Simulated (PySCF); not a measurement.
ZnCl2, SMILES [Zn]([Cl])[Cl].

Coordinates come from a B3LYP-D3(BJ)/def2-TZVP optimisation. The isomer is the one that the SMILES or the coordinates give; other isomers of the formula were not compared.

These are ωB97X/def2-TZVPD in PySCF values and carry that method's errors.

Isolated molecule, no solvent.

| Quantity | Value |
|---|---|
| total energy | -2699.97627 hartree |
| point group | D∞h |
| highest occupied level | -11.64 eV |
| lowest empty level | 0.14 eV |
| orbital gap | 11.78 eV |
| dipole moment | 0.00 D |
| quadrupole, principal values (traceless, Buckingham form, about the centre of nuclear charge) | -10.01, 5.01, 5.01 D·Å |
| mean static polarisability | 50.3 bohr³ (7.45 Å³) |
| polarisability, principal values | 40.7, 40.7, 69.4 bohr³ |
